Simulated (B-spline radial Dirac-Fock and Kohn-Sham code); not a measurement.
# Zr⁴⁺: input and output of one calculation

ΔSCF core binding energies without Breit or QED terms, calculated with a radial finite-basis atomic code. Keys: rel is the Hamiltonian (dirac, or spin-free x2c and nr, where L3 and M5 stand for the whole 2p and 3d shells), method is hf or an exchange,correlation pair (spin-unpolarised, also for the hole states), nuc the nuclear model, radius_factor scales its radius, rmax is the box in bohr, h the logarithmic mesh step, order the B-spline order, points the quadrature points per cell, c_factor scales the speed of light, and damp, ndamp, maxit and tol steer the iteration. The run stops when the commutator error falls below 10·tol·max(1, Z/10), or the numerical noise floor, and the energy has settled to about 1e-8 Ha; the virial ratio is −V/T.

Input (task.json):

```json
{"items": [{"Z": 40, "q": 4, "cfg": [[1, 0, 2], [2, 0, 2], [2, 1, 6], [3, 0, 2], [3, 1, 6], [3, 2, 10], [4, 0, 2], [4, 1, 6]], "A": 90, "rrms": 4.2694, "do": "settings", "holes": ["K", "L3", "M5"],
  "settings": [{"rel": "dirac", "method": "hf", "nuc": "fermi", "radius_factor": 100.0, "rmax": 45.0, "h": 0.3, "order": 8, "points": 10, "c_factor": 1.0, "maxit": 96, "damp": 0.5, "ndamp": 3, "tol": 1e-08}]}]}
```

Command: `python xray2_run.py task.json out`

Ground-state iterations:

```
iter   energy (Ha)        error
   1    -3431.79624195  1.70e+00
   2    -3435.26978674  2.56e-01
   3    -3435.68048267  6.37e-02
   4    -3435.71365476  1.53e-02
   5    -3435.71641127  9.22e-03
   6    -3435.71693773  3.90e-04
   7    -3435.71693896  4.50e-05
   8    -3435.71693899  4.66e-06
   9    -3435.71693899  1.54e-07
```

The ground state converged in 9 iterations, with total energy -3435.71694 Ha, virial ratio 2.04314 and highest orbital energy -80.66 eV. ΔSCF binding energies: K (1s) 16258.1 eV, L3 (2p3/2) 2297.3 eV, M5 (3d5/2) 237.8 eV.

Question: One setting is unsound. Which, and why?

Answer: radius_factor inflates the nucleus far beyond its size, which weakens the binding of the inner electrons. With the default settings (Dirac Hartree-Fock): The ground state converged in 9 iterations, with total energy -3594.42454 Ha, virial ratio 1.96737 and highest orbital energy -79.96 eV. ΔSCF binding energies: K (1s) 18099.2 eV, L3 (2p3/2) 2282.7 eV, M5 (3d5/2) 234.9 eV.
